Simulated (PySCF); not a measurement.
# Nuclear quadrupole coupling in `CC[Si@@H]1C[Si@@H](Cl)CN1C`

Compound: C5H14ClNSi2.
Geometry (GFN2-xTB, Å), atoms numbered from 1 in this order:
```
atom  x, y, z in Å
C1     3.123   -0.564   -0.038
C2     1.978    0.379   -0.383
Si3    0.377   -0.097    0.521
C4    -0.307   -1.803    0.012
Si5   -2.139   -1.497   -0.338
Cl6   -3.344   -2.465    0.966
C7    -2.246    0.384   -0.038
N8    -0.903    0.923   -0.010
C9    -0.859    2.358    0.096
H10    4.030   -0.292   -0.576
H11    3.336   -0.531    1.027
H12    2.867   -1.589   -0.297
H13    1.819    0.371   -1.462
H14    2.271    1.395   -0.120
H15    0.623   -0.086    1.982
H16   -0.152   -2.532    0.802
H17    0.204   -2.187   -0.866
H18   -2.562   -1.858   -1.693
H19   -2.771    0.611    0.901
H20   -2.808    0.891   -0.830
H21   -1.397    2.812   -0.741
H22    0.174    2.693    0.069
H23   -1.318    2.711    1.027
```

Field gradients from the PBE0/pcSseg-1 density (PySCF, non-relativistic), principal values in atomic units, ordered |Vxx| ≤ |Vyy| ≤ |Vzz|:

```tsv
atom	Vxx	Vyy	Vzz
Cl6	-0.9894	-1.0440	2.0334
N8	0.3098	0.7908	-1.1006
```

**Question.** Find the asymmetry η = (Vxx − Vyy)/Vzz and the couplings χ = eQV/h (234.96 MHz × Q in barn × V in au), with Q(35Cl) = −0.0817 b, Q(14N) = 0.02044 b.

**Answer.** 
| atom | environment | nucleus | η | χzz (MHz) | χxx (MHz) | χyy (MHz) |
| --- | --- | --- | --- | --- | --- | --- |
| Cl6 | silicon-bound chlorine | 35Cl | 0.03 | -39.03 | 18.99 | 20.04 |
| N8 | silicon-bound nitrogen | 14N | 0.44 | -5.29 | 1.49 | 3.80 |

The gradient is axial or nearly so (η below 0.05) at Cl6. 

**Question.** What is Vzz at N8 in SI units (1 au = 9.71736 × 10²¹ V/m²)?

**Answer.** -1.1006 au = -10.695 × 10²¹ V/m².

**Question.** And the gradient at the other heavy atoms, for which no coupling is worked out here?

**Answer.** 
```
atom                   environment  Vzz (au)     η
  C1                 methyl carbon     0.066  0.07
  C2   sp3 carbon bound to silicon    -0.090  0.71
 Si3                   SiH silicon     0.263  0.27
  C4   sp3 carbon bound to silicon    -0.052  0.55
 Si5        chlorine-bound silicon     0.675  0.33
  C7  sp3 carbon bound to nitrogen     0.242  0.39
  C9               N-methyl carbon     0.222  0.05
```

**Question.** What couplings would deuterons (Q(2H) = 0.00286 b) have in place of the hydrogens, at this geometry?

**Answer.** 
| atom | bonded to | bond length (Å) | Vzz (au) | η | χzz (kHz) |
| --- | --- | --- | --- | --- | --- |
| H10 | C1 | 1.089 | 0.3137 | 0.01 | 211 |
| H11 | C1 | 1.087 | 0.3152 | 0.02 | 212 |
| H12 | C1 | 1.087 | 0.3154 | 0.02 | 212 |
| H13 | C2 | 1.091 | 0.3136 | 0.03 | 211 |
| H14 | C2 | 1.090 | 0.3163 | 0.03 | 213 |
| H15 | Si3 | 1.482 | 0.1487 | 0.00 | 100 |
| H16 | C4 | 1.086 | 0.3289 | 0.02 | 221 |
| H17 | C4 | 1.086 | 0.3305 | 0.02 | 222 |
| H18 | Si5 | 1.465 | 0.1593 | 0.02 | 107 |
| H19 | C7 | 1.100 | 0.2906 | 0.06 | 195 |
| H20 | C7 | 1.095 | 0.3003 | 0.06 | 202 |
| H21 | C9 | 1.094 | 0.2995 | 0.05 | 201 |
| H22 | C9 | 1.087 | 0.3128 | 0.07 | 210 |
| H23 | C9 | 1.097 | 0.2937 | 0.05 | 197 |

One conformer (not necessarily the lowest) at the GFN2-xTB geometry, without solvent, vibrations or thermal averaging. GFN2-xTB bond lengths can be off by several hundredths of an ångström, more for odd bonds, and the gradients follow them. A larger basis could move these couplings by a tenth or more.
